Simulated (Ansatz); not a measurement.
Basis-set series for CH₅FOSi, SMILES `OC[SiH2]F`. Total charge 0; spin multiplicity 1. Geometry: relaxed with PBE0-D4/def2-TZVP. It is one conformer, not always the lowest.

```
functional       basis  functions  energy (Eh)  HOMO (eV)  LUMO (eV)
   PBE0-D4  def2-TZVPP        205   -505.48136      -7.74      -0.03
   PBE0-D4  def2-QZVPP        391   -505.50410      -7.78      -0.22
   ωB97M-V  def2-TZVPP        205   -505.73190     -10.09       1.67
   ωB97M-V  def2-QZVPP        391   -505.75336     -10.14       1.25
```

Question: Give the rows for def2-SVP. (Best estimate.)

Answer: The calculation gave: 
| functional | basis | functions | energy (Eh) | HOMO (eV) | LUMO (eV) |
| --- | --- | --- | --- | --- | --- |
| PBE0-D4 | def2-SVP | 85 | -505.10750 | -7.53 | 0.52 |
| ωB97M-V | def2-SVP | 85 | -505.34993 | -9.87 | 2.45 |

Positive LUMOs are unbound and depend on the basis.

Program: Ansatz 0.2.0.
